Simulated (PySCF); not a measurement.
PBE on Bi⁻ (bismuth, charge -1), [Xe] 4f14 5d10 6s2 6p4, high-spin 3P determinant. All numbers are calculated (PySCF 2.14, scalar relativity through the core potential, in aug-cc-pV5Z-PP with ECP60MDF (8s8p6d4f3g2h, 139 functions)).

```
cycle= 1 E= -214.671156457969  delta_E= -0.0139  |g|= 0.0149  |ddm|= 0.769
cycle= 2 E= -214.671207766394  delta_E= -5.13e-05  |g|= 0.0155  |ddm|= 0.13
cycle= 3 E= -214.671478604598  delta_E= -0.000271  |g|= 0.00766  |ddm|=  0.1
cycle= 4 E= -214.671512082244  delta_E= -3.35e-05  |g|= 0.00124  |ddm|= 0.0213
cycle= 5 E= -214.671515248882  delta_E= -3.17e-06  |g|= 0.000441  |ddm|= 0.0111
cycle= 6 E= -214.671515596794  delta_E= -3.48e-07  |g|= 1.8e-05  |ddm|= 0.00334
cycle= 7 E= -214.671515597564  delta_E= -7.69e-10  |g|= 5.73e-06  |ddm|= 0.00017
converged SCF energy = -214.671515597564  <S^2> = 2.0102971  2S+1 = 3.0068569
```

Highest occupied orbital energy: 1.322 eV; ⟨L²⟩ = 2.04; populations by l: s 4.00, p 10.00, d 10.00, f 0.00.

(1) Can this result be used?

## Answers

(1) With care. The calculation finished and met its thresholds. Energies and moments cover only the electrons outside the core potential. Spin-orbit coupling is strong in this species (close to jj coupling), so the high-spin LS determinant is a model state, not a physical level. At PBE the highest occupied level has a positive energy, so only the finite basis holds that electron; in a semilocal or global hybrid functional this comes from self-interaction and does not mean that the real anion is unbound.
